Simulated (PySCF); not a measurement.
Geometry:
| atom | x (Å) | y (Å) | z (Å) |
| --- | --- | --- | --- |
| Si1 | 3.938 | 0.445 | 0.717 |
| O2 | 2.989 | 0.995 | -0.539 |
| C3 | 1.649 | 0.806 | -0.713 |
| C4 | 0.824 | 0.263 | 0.206 |
| N5 | -0.531 | 0.089 | 0.070 |
| C6 | -1.310 | -0.752 | 0.956 |
| C7 | -2.534 | -1.116 | 0.118 |
| C8 | -2.676 | 0.074 | -0.828 |
| C9 | -1.226 | 0.423 | -1.146 |
| H10 | 5.330 | 0.837 | 0.374 |
| H11 | 3.535 | 1.069 | 2.017 |
| H12 | 3.823 | -1.040 | 0.854 |
| H13 | 1.300 | 1.160 | -1.685 |
| H14 | 1.227 | -0.068 | 1.170 |
| H15 | -1.604 | -0.210 | 1.879 |
| H16 | -0.746 | -1.647 | 1.272 |
| H17 | -2.329 | -2.030 | -0.463 |
| H18 | -3.430 | -1.303 | 0.727 |
| H19 | -3.159 | 0.918 | -0.309 |
| H20 | -3.269 | -0.148 | -1.726 |
| H21 | -1.089 | 1.489 | -1.404 |
| H22 | -0.843 | -0.165 | -2.008 |

Geometry: PBE0-D3(BJ)/def2-SVP; GIAO shifts from PySCF, gas phase, non-relativistic, averaged over equivalent atoms.

At KT2/pcSseg-1 (225 basis functions, 56 s wall time on 1 thread of an Arm Neoverse V2, shared host):
```json
{"atoms": "Si1", "δ (ppm)": "-40.2"}
{"atoms": "O2", "δ (ppm)": "63.6"}
{"atoms": "C3", "δ (ppm)": "122.4"}
{"atoms": "C4", "δ (ppm)": "113.8"}
{"atoms": "C6/C9", "δ (ppm)": "50.4"}
{"atoms": "C7/C8", "δ (ppm)": "29.7"}
{"atoms": "N5", "δ (ppm)": "75.3"}
{"atoms": "H13", "δ (ppm)": "5.90"}
{"atoms": "H14", "δ (ppm)": "5.84"}
{"atoms": "H10/H11/H12", "δ (ppm)": "4.97"}
{"atoms": "H15/H16/H21/H22", "δ (ppm)": "2.96"}
{"atoms": "H17/H18/H19/H20", "δ (ppm)": "1.80"}
```

References, each an isolated molecule treated in the same way: ²⁹Si (σref 361.05), ¹³C (σref 183.22), ¹H (σref 31.18) vs TMS; ¹⁷O (σref 330.66) vs H2O; ¹⁵N (σref 264.30) vs NH3.

What do these become at PBE0/pcSseg-1?

Results:


| atoms | δ at PBE0/pcSseg-1 | change |
| --- | --- | --- |
| Si1 | -40.5 | -0.3 |
| O2 | 55.3 | -8.3 |
| C3 | 127.7 | +5.3 |
| C4 | 122.6 | +8.8 |
| C6/C9 | 49.6 | -0.8 |
| C7/C8 | 28.7 | -1.0 |
| N5 | 69.3 | -6.0 |
| H13 | 5.78 | -0.12 |
| H14 | 5.86 | +0.02 |
| H10/H11/H12 | 4.82 | -0.15 |
| H15/H16/H21/H22 | 2.84 | -0.12 |
| H17/H18/H19/H20 | 1.74 | -0.06 |

Scale: ²⁹Si (351.99 ppm) and ¹³C (184.41 ppm) and ¹H (31.27 ppm) against TMS; ¹⁷O (334.56 ppm) against H2O; NH3 for ¹⁵N (265.67 ppm) (reference shieldings calculated alike).

The largest change is at C4 (alkene carbon bearing nitrogen). Cost: 225 basis functions, 53 s wall time on 1 thread of an Arm Neoverse V2, shared host. The order of the carbon signals is the same at both levels.

Experimental scales use liquid or dissolved standards, which lie at an offset from isolated NH3 (liquid NH3: subtract about 20 ppm) and H2O (liquid H2O: subtract about 36 ppm).
